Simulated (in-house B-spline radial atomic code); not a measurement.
The numbers below are computed, except where a source is named.
Weak and strong correlation along the adiabatic connection

Two-electron singlets in several external potentials (atomic units), by full CI in B-splines with partial waves to l = 8 (correlation energies up to 0.6 % small). The repulsion is scaled by λ at fixed density; W(λ) is the mean repulsion less the Hartree energy, W(0) = E_x, and the area under W from 0 to 1 is E_xc.

Relative drop (W(λ) − E_x)/E_x:

```tsv
system	λ = 0.12	λ = 0.25	λ = 0.4	λ = 0.6	λ = 0.8	λ = 1
−V exp(−r²/w²), V = 21.8, w = 3.47	0.0114	0.0231	0.0357	0.0513	0.0656	0.0787
empty sphere, radius 3.71 bohr	0.0286	0.0556	0.0823	0.1119	0.1362	0.1564
−V exp(−r²/w²), V = 0.466, w = 9.53	0.0554	0.1002	0.1387	0.1757	0.2024	0.2227
−Z exp(−kr)/r, Z = 3.28, k = 0.886	0.0068	0.0138	0.0217	0.0317	0.0413	0.0503
−Z/r, Z = 0.569, wall at 6.75 bohr	0.0342	0.0649	0.0941	0.1253	0.1502	0.1705
−Z exp(−kr)/r, Z = 1.49, k = 0.203	0.0175	0.0349	0.0532	0.0750	0.0943	0.1114
empty sphere, radius 0.328 bohr	0.0024	0.0050	0.0080	0.0119	0.0157	0.0195
```

(1) Order the systems by how far second-order (GL2) theory, half the initial slope (estimated from the first points of each curve), overshoots the correlation energy, least first.
A. −Z exp(−kr)/r, Z = 3.28, k = 0.886
B. −V exp(−r²/w²), V = 21.8, w = 3.47
C. −Z/r, Z = 0.569, wall at 6.75 bohr
D. empty sphere, radius 3.71 bohr
E. empty sphere, radius 0.328 bohr
F. −V exp(−r²/w²), V = 0.466, w = 9.53
G. −Z exp(−kr)/r, Z = 1.49, k = 0.203

(2) What else changes along this order?

## Answers

(1) E (GL2/E_c = 1.03), A (GL2/E_c = 1.09), B (GL2/E_c = 1.16), G (GL2/E_c = 1.24), D (GL2/E_c = 1.40), C (GL2/E_c = 1.53), F (GL2/E_c = 1.85).

(2) The ratio follows the bend of the curve. With it the leading natural occupation goes from 1.999 to 1.806 and −T_c/E_c from 0.97 to 0.55 between the first and the last.
